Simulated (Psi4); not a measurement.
A dimer, CH3Cl ··· H4Si (SMILES CCl and [SiH4]); the first 5 atoms form monomer A.

```
10

C     -0.1538    -0.0004     0.0011
Cl     1.6405     0.0046    -0.0120
H     -0.4875    -0.4769     0.9179
H     -0.5004    -0.5554    -0.8653
H     -0.4988     1.0282    -0.0416
Si    -2.1751    -2.4514     2.5193
H     -3.0338    -1.7829     1.5157
H     -1.5711    -1.4334     3.4084
H     -1.1023    -3.2025     1.8290
H     -2.9929    -3.3867     3.3241
```

Task: What interaction energy does SAPT0/jun-cc-pVDZ, frozen core in Psi4 1.11 give, and which attractive term is the largest?

Result: Total 0.13 kcal/mol: electrostatics 0.16, exchange 0.93, induction -0.17, dispersion -0.80. The most attractive term is dispersion.
